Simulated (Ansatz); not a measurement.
Relaxation of Cl3GeH2O (7 atoms, charge 0, multiplicity 2), to a largest force component of 0.03 eV/Å in at most 50 steps.

The calculation used UKS B3LYP-D4/def2-SVP (Ansatz).

```xyz
7
Properties=species:S:1:pos:R:3
Ge 0.607 -0.143 0.177
H -0.686 0.674 2.467
Cl 1.892 -0.126 -1.667
Cl -0.682 1.681 0.048
Cl -0.747 -1.888 -0.032
O -0.145 -0.125 2.628
H -0.751 -0.873 2.518
```

Q: Where does it end, and by what steps?

A: The forces met the threshold. After 5 steps the energy has fallen by 0.017 eV; H2 moved furthest, 0.08 Å.

| step | energy less start (eV) | largest force component (eV/Å) | accepted |
| --- | --- | --- | --- |
| 0 | 0.0000 | 0.357 | yes |
| 1 | 0.0300 | 1.488 | no |
| 2 | -0.0073 | 0.712 | yes |
| 3 | -0.0164 | 0.060 | yes |
| 4 | -0.0164 | 0.049 | yes |
| 5 | -0.0169 | 0.010 | yes |

```xyz
7
Properties=species:S:1:pos:R:3
Ge 0.613 -0.124 0.164
H -0.717 0.653 2.533
Cl 1.886 -0.139 -1.653
Cl -0.670 1.675 0.002
Cl -0.750 -1.860 -0.025
O -0.136 -0.124 2.586
H -0.738 -0.883 2.531
```

Whether the end is a true minimum wasn't checked by a vibrational analysis.

The run took 17 s on 4 threads of Arm Neoverse V2 (shared host), peak memory 0.43 GiB.
